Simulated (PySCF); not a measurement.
SMILES [CH3][Al]([CH3])[SiH](F)F, CAM-B3LYP/def2-SVP optimised geometry.

```
13

Si    -1.02     1.82     0.00
F     -0.53     2.64     1.31
F     -0.49     2.67    -1.28
Al     0.11    -0.37     0.00
C      2.06    -0.37     0.00
C     -0.89    -2.05     0.01
H     -2.51     1.93    -0.02
H      2.51     0.64    -0.02
H      2.45    -0.88     0.90
H      2.46    -0.93    -0.87
H     -0.62    -2.67    -0.85
H     -0.64    -2.64     0.91
H     -1.99    -1.92     0.00
```

Density from CAM-B3LYP/def2-TZVP in PySCF at that geometry.

Minimum of the electron density along straight lines between bonded atoms, close to the bond critical point (lines longer than 1.1 times the sum of covalent radii, or with two minima, are not listed):

```json
[
 {"bond": "Si1–F2", "length / Å": "1.628", "ρ at the minimum / e bohr⁻³": "0.130", "∇²ρ there / e bohr⁻⁵": "0.86", "position (fraction from the first atom)": "0.42"},
 {"bond": "Si1–F3", "length / Å": "1.627", "ρ at the minimum / e bohr⁻³": "0.130", "∇²ρ there / e bohr⁻⁵": "0.87", "position (fraction from the first atom)": "0.42"},
 {"bond": "Si1–Al4", "length / Å": "2.463", "ρ at the minimum / e bohr⁻³": "[?]", "∇²ρ there / e bohr⁻⁵": "[?]", "position (fraction from the first atom)": "0.65"},
 {"bond": "Al4–C5", "length / Å": "1.953", "ρ at the minimum / e bohr⁻³": "0.088", "∇²ρ there / e bohr⁻⁵": "0.25", "position (fraction from the first atom)": "0.41"},
 {"bond": "Al4–C6", "length / Å": "1.955", "ρ at the minimum / e bohr⁻³": "0.088", "∇²ρ there / e bohr⁻⁵": "0.25", "position (fraction from the first atom)": "0.41"},
 {"bond": "Si1–H7", "length / Å": "1.490", "ρ at the minimum / e bohr⁻³": "0.125", "∇²ρ there / e bohr⁻⁵": "0.11", "position (fraction from the first atom)": "0.49"},
 {"bond": "C5–H8", "length / Å": "1.100", "ρ at the minimum / e bohr⁻³": "0.267", "∇²ρ there / e bohr⁻⁵": "-0.87", "position (fraction from the first atom)": "0.64"},
 {"bond": "C5–H9", "length / Å": "1.104", "ρ at the minimum / e bohr⁻³": "0.262", "∇²ρ there / e bohr⁻⁵": "-0.84", "position (fraction from the first atom)": "0.64"},
 {"bond": "C5–H10", "length / Å": "1.104", "ρ at the minimum / e bohr⁻³": "0.262", "∇²ρ there / e bohr⁻⁵": "-0.84", "position (fraction from the first atom)": "0.64"},
 {"bond": "C6–H11", "length / Å": "1.104", "ρ at the minimum / e bohr⁻³": "0.262", "∇²ρ there / e bohr⁻⁵": "-0.84", "position (fraction from the first atom)": "0.64"},
 {"bond": "C6–H12", "length / Å": "1.104", "ρ at the minimum / e bohr⁻³": "0.262", "∇²ρ there / e bohr⁻⁵": "-0.84", "position (fraction from the first atom)": "0.64"},
 {"bond": "C6–H13", "length / Å": "1.100", "ρ at the minimum / e bohr⁻³": "0.266", "∇²ρ there / e bohr⁻⁵": "-0.87", "position (fraction from the first atom)": "0.64"}
]
```

**Question.** What belongs in the gaps?

**Answer.** 
- Si1–Al4, ρ at the minimum / e bohr⁻³: 0.065
- Si1–Al4, ∇²ρ there / e bohr⁻⁵: 0.03
